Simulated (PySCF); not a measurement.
Dipole response of C⁺ (carbon, charge +1)

[He] 2s2 2p1, 2P determinant. All numbers are calculated (PySCF 2.14, the spin-free X2C one-electron Hamiltonian (Gaussian nucleus), in ANO-RCC-VQZP (5s4p3d2f1g, 55 functions)). Coupled (time-dependent) response in atomic units; α is the mean over directions. The basis has no added diffuse functions, which lowers α and C₆.

```csv
method,mean α (bohr³),"α xx, yy, zz",C₆ (like pair),S(−4)
UHF,6.270,"6.352, 6.107, 6.352",14.87,40.02
PBE,6.036,"6.086, 5.937, 6.086",14.51,27.91
PBE0,6.029,"6.094, 5.898, 6.094",14.44,28.45
B97-3,5.951,"6.039, 5.776, 6.039",14.18,26.90
wB97X-V,6.008,"6.097, 5.831, 6.097",14.52,26.56
```

S(−4) is the Cauchy moment in α(ω) = α(0) + S(−4) ω² + …

α(iu) at PBE0:

| u (hartree) | α(iu) (bohr³) |
| --- | --- |
| 0 | 6.029 |
| 0.0500 | 5.959 |
| 0.100 | 5.764 |
| 0.200 | 5.131 |
| 0.300 | 4.393 |
| 0.500 | 3.119 |
| 0.750 | 2.086 |
| 1.00 | 1.470 |
| 1.50 | 0.8335 |
| 2.00 | 0.5348 |
| 3.00 | 0.2744 |
| 5.00 | 0.1138 |

For an ion, C₆ is the dispersion term alone; charge-induced terms of lower order in 1/R come first.

The components differ because the open shell of this determinant is not spherical; for a pure term their mean is the scalar polarisability.
